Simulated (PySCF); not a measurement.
NMR data simulated for an unnamed compound:

¹H NMR (400 MHz, computed): δ 7.09 (m, 2H), 6.00 (d, 2H), 4.13 (t, 3H), 0.09 (q, 2H).

¹³C{¹H} NMR (computed): δ 153.6 (CH), 137.6 (CH), -5.1 (CH2).

PySCF calculation with geometry: GFN2-xTB and σ from GIAO-PBE0/pcSseg-1; no solvent model, relativity neglected, equivalent nuclei averaged, one conformer.

Referencing at the same level of theory: ¹H (σ = 31.72 ppm) and ¹³C (σ = 186.93 ppm) vs TMS.

Which of these does the molecule contain: a Si–H bond, a (CH3)2CH unit, an ester, a non-aromatic C=C double bond, a ketone?

Answers


- A Si–H bond: yes (δH 4.13 (t)).
- A (CH3)2CH unit: no.
- An ester: no.
- A non-aromatic C=C double bond: yes.
- A ketone: no.

The data belong to `[SiH3]C[Si]1(Cl)C=CC=C1`, C$_{5}$H$_{9}$ClSi$_{2}$; they needn't prove each group on their own.

Carbon signals by region: 2 in the sp2 and nitrile region (100–160 ppm), 1 below 50 ppm.

Shifts are as computed. Against solution values, carbons near 30 ppm lie about +3 ppm off and those near 130 ppm about +5 ppm. Of 1211 compounds with measured shifts, 218 miss one by over three times the rms of a fit or turn the order of signals round; such compounds aren't used in these exercises. No couplings were computed; multiplicities are counted from neighbouring protons, with m where these are inequivalent, close in shift, in a saturated or five-membered ring or joined by F or P, and br s for small geminal =CH2 splittings.
